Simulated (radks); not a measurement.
All-electron atom: the nitrogen anion N- in [He] 2s2 2p4.

Calculated with a radial shooting solver on a logarithmic mesh with Libxc functionals: scalar-relativistic Kohn-Sham, LDA (Slater exchange, VWN5 correlation), spin-polarised, spherical densities, point nucleus; open shells are filled with parallel spins first; hard spherical wall at 8 bohr.

Energy parts (Ry):
total: -108.33790
kinetic: 107.91443
electron-nucleus: -260.92045
Hartree: 57.58508
exchange-correlation: -12.91697

Orbitals (lengths in bohr, moments of r in powers of bohr):
orbital  occ.  eigenvalue (Ry)    <r^2>
1s up       1        -27.21734  0.07254
1s down     1        -27.13879  0.07212
2s up       1         -0.66995    2.310
2s down     1         -0.48399    2.532
2p up       3          0.12620    4.099
2p down     1          0.27862    6.354
3s up       0          0.45680    23.99
3s down     0          0.47501    24.63
3p up       0          0.59514    25.27
3p down     0          0.63261    24.24
3d up       0          0.71553    27.24
3d down     0          0.72337    27.64

The highest occupied level is 2p down at 3.791 eV. The pressure on the wall is 0.177 GPa. The density falls to 0.001 e/bohr^3 at r = 4.12 bohr. Spin moment in Bohr magnetons: 2.
